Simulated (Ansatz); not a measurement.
System: BNH$_{5}$, charge 0, doublet. BNH5 (SMILES [BH3-][NH2+], doublet).
B3LYP-D3(BJ)/def2-TZVP minimum from Ansatz (an electronic-structure program):
```
B
N 1 1.4529
H 2 1.0091 1 123.80
H 2 1.0095 3 113.27 1 -180.00
H 1 1.1952 2 115.55 3 0.00
H 1 1.2537 5 115.75 2 130.23
H 1 1.2537 5 115.75 6 99.53
```
Charge 0, spin multiplicity 2.

Total energies in cc-pVDZ, 13 correlated electrons, 2 frozen orbitals. Open shells are spin-unrestricted; no spin-orbit coupling. Cores are frozen in correlated methods. No relativity. The UHF reference of H5BN ([BH3-][NH2+], doublet) is spin-contaminated (<S^2> up to 0.04 over the pure value in the sets run).

```
method    program  energy (Eh)  minus CCSDT(Q) (mEh)
--------  -------  -----------  --------------------
HF         Ansatz    -81.98139                323.23
MP2        Ansatz    -82.25669                 47.93
CCSD       Ansatz    -82.29493                  9.69
CCSD(T)    Ansatz    -82.30312                  1.51
CCSDT(Q)   Ansatz    -82.30462                  0.00
```

Rough core times of Ansatz's runs on a shared machine: CCSD(T) under 20 s, CCSDT(Q) 2 min.
